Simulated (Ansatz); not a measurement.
Reactions of `O[SiH](O)[Si](F)(F)F`.

Computed with Ansatz on PBE0-D4/def2-TZVP structures; ΔE is electronic, products minus reactants. CBS: MP2 limit from def2 TZ/QZ plus the TZ coupled-cluster correction, frozen cores. This one scheme is used for every species. DFT in def2-TZVPP. B3LYP here is the variant with VWN-RPA as its local correlation; programs differ in this. For Ge outer-core shells are correlated without core-valence functions, which leaves a few kJ/mol of doubt a bond. Scalar relativity is left out up to krypton. Each species was taken in one conformer, which may not be the lowest.

```json
{"reaction": "`O[SiH](O)[Si](F)(F)F` + `C[SiH2][GeH3]` → `C[SiH2][SiH](O)O` + `F[Si](F)(F)[GeH3]`", "B3LYP-D4 (kJ/mol)": "3"}
{"reaction": "`O[SiH](O)[Si](F)(F)F` + `O[Si](F)(F)F` → `O[SiH](O)O[Si](F)(F)F` + `F[SiH](F)F`", "B3LYP-D4 (kJ/mol)": "-163"}
{"reaction": "`O[SiH](O)[Si](F)(F)F` + CH₃NH₂ → `CN[Si](F)(F)F` + `O[SiH2]O`", "B3LYP-D4 (kJ/mol)": "-95"}
{"reaction": "`O[SiH](O)[Si](F)(F)F` + `CBN(C)C` → `CN(C)[SiH](O)O` + `CB[Si](F)(F)F`", "B3LYP-D4 (kJ/mol)": "76"}
{"reaction": "`O[SiH](O)[Si](F)(F)F` + `C[SiH](O)O` → `C[SiH](O)O[SiH](O)O` + `F[SiH](F)F`", "B3LYP-D4 (kJ/mol)": "-166"}
{"reaction": "`O[SiH](O)[Si](F)(F)F` + `N[SiH2]F` → `O[SiH](O)N[SiH2]F` + `F[SiH](F)F`", "B3LYP-D4 (kJ/mol)": "-99"}
{"reaction": "`O[SiH](O)[Si](F)(F)F` → `O[SiH](O)F` + `F[Si]F`", "B3LYP-D4 (kJ/mol)": "106"}
{"reaction": "`O[SiH](O)[Si](F)(F)F` + H–F → `F[Si](F)(F)F` + `O[SiH2]O`", "B3LYP-D4 (kJ/mol)": "-161"}
{"reaction": "`O[SiH](O)[Si](F)(F)F` + `N=C=O` → `O=C=N[Si](F)(F)F` + `O[SiH2]O`", "B3LYP-D4 (kJ/mol)": "-116"}
{"reaction": "`O[SiH](O)[Si](F)(F)F` + H₂O → `O[Si](F)(F)F` + `O[SiH2]O`", "B3LYP-D4 (kJ/mol)": "-130"}
```

Q: Give the CCSD(T)/CBS values in the same order. (An estimate is asked.)

A: Ansatz gave: 1, -170, -103, 72, -174, -109, 109, -171, -124, -138 kJ/mol.

Largest T1 diagnostic: 0.018, for `N=C=O`.
